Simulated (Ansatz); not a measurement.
`BC(=C)[O][InH2]` + `C[S][AlH][OH]` → `C[S][AlH][O][InH2]` + `BC(=C)O`  (ligand exchange at the In–O bond)

Calculated with Ansatz (gas phase, PBE0-D4/def2-TZVP geometries, no zero-point term in ΔE). CBS: MP2 limit from def2 TZ/QZ plus the TZ coupled-cluster correction, frozen cores. Functionals use def2-TZVPP. def2 core potentials past Kr. For In outer-core shells are correlated without core-valence functions, which leaves a few kJ/mol of doubt a bond. Each species was taken in one conformer, which may not be the lowest.

```
             species  B97M-V energy (Eh)
   `BC(=C)[O][InH2]`          -370.04093
     `C[S][AlH][OH]`          -756.94467
`C[S][AlH][O][InH2]`          -947.68328
           `BC(=C)O`          -179.30808
```

Question: Work out ΔE.

Answer: ΔE = (-947.68328) + (-179.30808) − (-370.04093) − (-756.94467) = -0.00576 Eh = -15.1 kJ/mol. CCSD(T)/CBS gives -14.2 kJ/mol.

Largest T1 diagnostic among the species: 0.017.

Leaving LDA and LC-ωPBE aside and taking each functional with its dispersion term where it has one, the values, not all of them listed here, spread over 7.7 kJ/mol, from BHLYP-D4 to revPBE-D4. From BLYP to BHLYP (50 % exact exchange), in def2-TZVPP and without D4, ΔE moves by −4.3 kJ/mol. At CCSD(T), def2-SVP lies −8.9 kJ/mol from the extrapolated value and def2-TZVPP −1.1 kJ/mol.
